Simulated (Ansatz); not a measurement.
Steps of a relaxation of CH$_{5}$BOSSi with RKS PBE0-D4/def2-TZVP.

```sh
$ ansatz run in.yaml --threads 4 --pin off --events-out ev --progress --plain --max-ram 10444MiB
```

```yaml
crystal:
  periodic: [false, false, false]
  atoms:
    - {symbol: B, position_ang: [-1.519480, -0.016529, -0.479376]}
    - {symbol: Si, position_ang: [0.104535, -0.486040, 0.602689]}
    - {symbol: O, position_ang: [1.153000, -1.777755, 0.800734]}
    - {symbol: C, position_ang: [1.002929, 1.109497, 0.178630]}
    - {symbol: S, position_ang: [0.129581, 0.639751, -1.405449]}
    - {symbol: H, position_ang: [-2.183672, 0.867897, 0.034668]}
    - {symbol: H, position_ang: [-2.062829, -0.889503, -1.131779]}
    - {symbol: H, position_ang: [0.731349, -2.654468, 0.736218]}
    - {symbol: H, position_ang: [0.626944, 2.051782, 0.618763]}
    - {symbol: H, position_ang: [2.100743, 1.104067, 0.047802]}
basis:
  gaussian: {orbitals: def2-TZVP}
hamiltonian: {xc: pbe0, dispersion: d4}
relax: {f_tol: 0.005, max_steps: 150}
```

Positions (Å) and forces (eV/Å) along the path, 9 of 9 steps:

```xyz
10
step=1 energy=-22546.5369 eV
B    -1.519   -0.017   -0.479   -0.238   -0.017   -0.057
Si    0.105   -0.486    0.603    0.849   -0.233   -0.401
O     1.153   -1.778    0.801   -1.031    0.209   -0.162
C     1.003    1.109    0.179    0.026    0.044   -0.018
S     0.130    0.640   -1.405    0.034   -0.081    0.773
H    -2.184    0.868    0.035    0.263   -0.320   -0.217
H    -2.063   -0.890   -1.132    0.210    0.322    0.267
H     0.731   -2.654    0.736    0.309    0.605    0.041
H     0.627    2.052    0.619    0.184   -0.516   -0.284
H     2.101    1.104    0.048   -0.604   -0.012    0.059
10
step=2 energy=-22546.5945 eV
B    -1.515   -0.021   -0.475   -0.012    0.009    0.076
Si    0.110   -0.481    0.596    0.501   -0.166   -0.236
O     1.139   -1.767    0.796   -0.577    0.337   -0.095
C     1.003    1.105    0.184   -0.135   -0.060   -0.062
S     0.130    0.638   -1.387    0.058   -0.082    0.337
H    -2.170    0.859    0.022    0.065   -0.103   -0.071
H    -2.050   -0.891   -1.111    0.079    0.097    0.065
H     0.720   -2.633    0.720    0.122    0.137    0.021
H     0.628    2.039    0.608    0.064   -0.155   -0.055
H     2.087    1.100    0.050   -0.166   -0.014    0.019
10
step=3 energy=-22546.6129 eV
B    -1.507   -0.022   -0.463    0.029   -0.032    0.074
Si    0.120   -0.477    0.581    0.010    0.055   -0.080
O     1.123   -1.753    0.784   -0.081   -0.010    0.014
C     0.999    1.102    0.182   -0.020   -0.030   -0.010
S     0.136    0.626   -1.378    0.016    0.028    0.024
H    -2.165    0.854    0.020   -0.019    0.028   -0.011
H    -2.029   -0.889   -1.100   -0.025   -0.033   -0.022
H     0.707   -2.616    0.716    0.052   -0.067    0.007
H     0.623    2.026    0.610   -0.007    0.049    0.002
H     2.077    1.098    0.050    0.045    0.012    0.002
10
step=4 energy=-22546.6144 eV
B    -1.508   -0.025   -0.459   -0.002   -0.010    0.066
Si    0.122   -0.476    0.576    0.007    0.034   -0.023
O     1.118   -1.756    0.788   -0.071   -0.007    0.002
C     1.001    1.104    0.183   -0.022   -0.009    0.012
S     0.135    0.630   -1.374    0.037    0.016   -0.064
H    -2.167    0.856    0.014   -0.014    0.003    0.002
H    -2.029   -0.894   -1.096    0.001   -0.011   -0.012
H     0.707   -2.621    0.712    0.046   -0.032    0.007
H     0.625    2.031    0.609    0.003    0.013    0.012
H     2.080    1.102    0.051    0.015    0.002   -0.003
10
step=5 energy=-22546.6155 eV
B    -1.506   -0.027   -0.453   -0.058   -0.010    0.002
Si    0.123   -0.475    0.568    0.046   -0.007    0.023
O     1.109   -1.760    0.793   -0.052    0.011   -0.010
C     1.002    1.107    0.182    0.020    0.005    0.022
S     0.137    0.636   -1.377    0.011    0.006   -0.045
H    -2.172    0.854    0.013    0.003   -0.005   -0.003
H    -2.024   -0.898   -1.092    0.006    0.008    0.002
H     0.706   -2.628    0.711    0.028    0.006    0.006
H     0.627    2.034    0.609    0.003   -0.012    0.003
H     2.082    1.105    0.050   -0.007   -0.002    0.000
10
step=6 energy=-22546.6154 eV rejected
B    -1.511   -0.026   -0.451    0.000    0.006   -0.007
Si    0.120   -0.471    0.574   -0.002   -0.027   -0.005
O     1.102   -1.755    0.808    0.007   -0.004   -0.016
C     1.004    1.105    0.179    0.006   -0.001    0.033
S     0.137    0.630   -1.378   -0.002    0.018   -0.015
H    -2.175    0.859    0.009    0.001   -0.010   -0.004
H    -2.026   -0.897   -1.093   -0.003    0.001    0.016
H     0.720   -2.629    0.695   -0.003    0.001    0.013
H     0.628    2.029    0.612    0.001    0.024   -0.022
H     2.083    1.104    0.047   -0.005   -0.007    0.006
10
step=7 energy=-22546.6158 eV
B    -1.510   -0.027   -0.452    0.004   -0.003    0.004
Si    0.122   -0.473    0.568   -0.008    0.003    0.001
O     1.106   -1.757    0.797   -0.009   -0.003   -0.006
C     1.004    1.107    0.182    0.003    0.003    0.017
S     0.138    0.637   -1.379   -0.010   -0.002   -0.015
H    -2.177    0.854    0.011    0.004    0.001   -0.001
H    -2.026   -0.899   -1.092    0.005    0.001   -0.002
H     0.713   -2.629    0.707    0.009    0.006    0.005
H     0.630    2.033    0.610    0.002   -0.003    0.001
H     2.083    1.103    0.051    0.000   -0.002   -0.005
10
step=8 energy=-22546.6159 eV
B    -1.511   -0.027   -0.453   -0.003    0.006   -0.005
Si    0.120   -0.473    0.568    0.015    0.002   -0.002
O     1.106   -1.756    0.795   -0.002    0.000    0.000
C     1.004    1.106    0.182   -0.008   -0.003   -0.001
S     0.135    0.639   -1.379    0.004   -0.002    0.004
H    -2.178    0.854    0.011   -0.002    0.002    0.003
H    -2.025   -0.898   -1.094   -0.003   -0.005   -0.001
H     0.716   -2.629    0.712    0.000   -0.001    0.000
H     0.632    2.032    0.612    0.002    0.002    0.000
H     2.083    1.100    0.049   -0.002   -0.002    0.002
10
step=9 energy=-22546.6159 eV
B    -1.511   -0.027   -0.453    0.001    0.000    0.000
Si    0.121   -0.473    0.567    0.002    0.001   -0.001
O     1.106   -1.756    0.795    0.000    0.001    0.000
C     1.004    1.106    0.182   -0.002   -0.003    0.000
S     0.135    0.639   -1.379    0.001    0.001    0.003
H    -2.178    0.854    0.011   -0.001    0.000    0.000
H    -2.025   -0.898   -1.094   -0.001    0.000   -0.001
H     0.716   -2.629    0.712    0.000    0.000    0.000
H     0.633    2.033    0.612    0.000    0.000   -0.001
H     2.083    1.100    0.049    0.000    0.000    0.000
```

It took 2.9 min on 4 threads of a server CPU on a shared host, with 0.54 GiB of host memory at the peak.
